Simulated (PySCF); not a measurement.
**UHF on Pr (praseodymium, neutral)**

Configuration: [Xe] 4f3 5d1 6s1, one real determinant (an excited configuration). Computed with PySCF 2.14 in ANO-RCC-VTZP (8s7p5d3f2g1h, 104 functions), with the spin-free X2C one-electron Hamiltonian (Gaussian nucleus).

- Total energy: -9232.627513 hartree
- One-electron energy: -12611.5917 hartree
- Hartree (Coulomb) energy: 3594.5346 hartree
- Exchange energy: -215.5704 hartree
- ⟨S²⟩: 8.7551
- ⟨L²⟩: 40.051
- Sum of ⟨r⟩: 43.39 bohr
- Sum of ⟨r²⟩: 85.22 bohr²
- Traceless quadrupole moment −½Σ⟨3z² − r²⟩ along its main axis: -3.44 e·bohr²
- Langevin diamagnetic susceptibility: -67.5 ×10⁻⁶ cm³/mol

| shell | electrons | mean orbital energy (hartree) | spread (hartree) | rms radius, mean of both spins (bohr) |
| --- | --- | --- | --- | --- |
| 1s α | 1 | -1550.18375 | 0 | 0.0275 |
| 1s β | 1 | -1550.18283 | 0 | 0.0275 |
| 2s α | 1 | -253.41638 | 0 | 0.111 |
| 2s β | 1 | -253.41300 | 0 | 0.111 |
| 2p α | 3 | -226.76593 | 0.00124 | 0.0998 |
| 2p β | 3 | -226.76330 | 0.00272 | 0.0998 |
| 3s α | 1 | -56.35088 | 0 | 0.290 |
| 3s β | 1 | -56.30405 | 0 | 0.290 |
| 3p α | 3 | -47.69072 | 0.00661 | 0.290 |
| 3p β | 3 | -47.63867 | 0.01085 | 0.290 |
| 3d α | 5 | -35.39833 | 0.01532 | 0.268 |
| 3d β | 5 | -35.34075 | 0.01346 | 0.268 |
| 4s α | 1 | -11.94593 | 0 | 0.661 |
| 4s β | 1 | -11.79964 | 0 | 0.661 |
| 4p α | 3 | -9.01763 | 0.00710 | 0.702 |
| 4p β | 3 | -8.85423 | 0.02193 | 0.702 |
| 4d α | 5 | -4.70080 | 0.06457 | 0.785 |
| 4d β | 5 | -4.48180 | 0.03506 | 0.785 |
| 5s α | 1 | -1.76329 | 0 | 1.64 |
| 5s β | 1 | -1.67312 | 0 | 1.64 |
| 5p α | 3 | -0.97008 | 0.01110 | 1.92 |
| 5p β | 3 | -0.88442 | 0.03439 | 1.92 |
| 4f α | 3 | -0.31703 | 0.01325 | 1.28 |
| 6s α | 1 | -0.16470 | 0 | 5.28 |
| 5d α | 1 | -0.15135 | 0 | 3.67 |

⟨L²⟩ = 40.05 against 72 for a pure L term, so this real determinant mixes terms. Spin-orbit coupling, absent here, splits the open shell strongly.

Densities and radii are taken from the X2C orbitals without a picture-change correction, which distorts them close to the nucleus.

Spin-orbit constants ζ (cm⁻¹) from the X2C one-electron operator on these orbitals: bare nucleus, nucleus screened by l(l+1)(2l+1)/3 electrons, and screened by the Breit-Pauli mean field of the electrons.

```csv
shell,bare,screened nucleus,mean field
2p,2537000,2451000,n/a
3p,508700,491500,n/a
3d,78630,65300,n/a
4p,106200,102600,n/a
4d,13530,11240,n/a
4f,1532,804.9,n/a
5p,13120,12670,n/a
5d,568.4,472.0,n/a
```

To first order the Landé constant is A = 144.3 cm⁻¹, so the lowest level has J = 11/2 and lies 0.403 eV below the centre of the term. This holds in LS coupling only.
